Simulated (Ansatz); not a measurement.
# A geometry optimisation of C5H7N3Si with PBE-D3(BJ)/def2-SVP

The starting geometry of this gas-phase singlet was optimised with GFN2-xTB; its bonds are those of `C#Cc1cn([SiH2]N)cn1`.

```xyz
16

C    -0.6062    3.1697   -0.2679
C    -0.4536    2.0058   -0.5191
C    -0.2766    0.6401   -0.8093
C     0.1041   -0.3647    0.0421
C    -0.2241   -1.1496   -1.9490
N     0.1389   -1.5239   -0.6881
N    -0.5269   -3.7328    1.1060
N    -0.4779    0.1137   -2.0628
Si    0.5460   -3.1341   -0.0878
H    -0.7366    4.1882   -0.0549
H     0.3484   -0.3454    1.0847
H     1.8561   -3.0119    0.5393
H     0.4331   -3.9862   -1.2625
H    -0.4961   -3.3912    2.0529
H    -1.4613   -4.0200    0.8659
H    -0.2853   -1.8551   -2.7536
```

Task: Predict what becomes of its bonds when it is optimised with PBE-D3(BJ)/def2-SVP.

Result: It keeps its bonds, and is `C#Cc1cn([SiH2]N)cn1`.

The energy falls by 0.23 eV over 18 steps:

```
step  E − E(last) (eV)
   1             0.229
   3             0.005
   5             0.004
   7             0.002
   9             0.001
  10             0.001
  12             0.000
  14             0.000
  16             0.000
  18             0.000
```

Final geometry (Å):

| atom | x (Å) | y (Å) | z (Å) |
| --- | --- | --- | --- |
| C | -0.5600 | 3.2679 | -0.3140 |
| C | -0.4419 | 2.0726 | -0.5579 |
| C | -0.2993 | 0.6810 | -0.8227 |
| C | 0.2065 | -0.2920 | 0.0411 |
| C | -0.3762 | -1.1832 | -1.8910 |
| N | 0.1600 | -1.4935 | -0.6472 |
| N | -0.5671 | -3.8893 | 1.0282 |
| N | -0.6581 | 0.0941 | -2.0326 |
| Si | 0.5809 | -3.1369 | -0.0167 |
| H | -0.6656 | 4.3232 | -0.1075 |
| H | 0.5932 | -0.2119 | 1.0627 |
| H | 1.8468 | -2.9464 | 0.7559 |
| H | 0.7112 | -3.9448 | -1.2681 |
| H | -0.6519 | -3.5842 | 2.0006 |
| H | -1.4715 | -4.1987 | 0.6640 |
| H | -0.5250 | -1.9552 | -2.6588 |

No frequencies were run, so the end isn't proven a minimum. Run with Ansatz 0.2.0, 42 s on 2 threads of Intel(R) Xeon(R) 6975P-C (Granite Rapids) (shared host).
